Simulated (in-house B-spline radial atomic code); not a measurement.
# Ar⁶⁺: [Ne] 3s2

Level of theory: non-relativistic TPSSh, spin-polarised, spherical fractional occupations, point nucleus; calculated with a B-spline radial code for spherical atoms.

Screening seen three ways: the hydrogenic charge with the same mean radius, Z_r = [3n² - l(l+1)]/(2<r>), the one with the same energy, Z_e = n√(-2ε), and Slater's rules. Values are occupation-weighted means over spin.

```json
{"shell": "1s", "electrons": "2", "ε (eV)": "-3246.4", "<r> (bohr)": "0.0861", "Z_r": "17.42", "Z_e": "15.45", "Slater": "17.70"}
{"shell": "2s", "electrons": "2", "ε (eV)": "-413.48", "<r> (bohr)": "0.4122", "Z_r": "14.56", "Z_e": "11.03", "Slater": "13.85"}
{"shell": "2p", "electrons": "6", "ε (eV)": "-347", "<r> (bohr)": "0.3733", "Z_r": "13.39", "Z_e": "10.10", "Slater": "13.85"}
{"shell": "3s", "electrons": "2", "ε (eV)": "-116.48", "<r> (bohr)": "1.193", "Z_r": "11.32", "Z_e": "8.78", "Slater": "8.85"}
```

The least bound orbital is 3s at -116.5 eV, and it is also the most diffuse (<r> = 1.193 bohr).
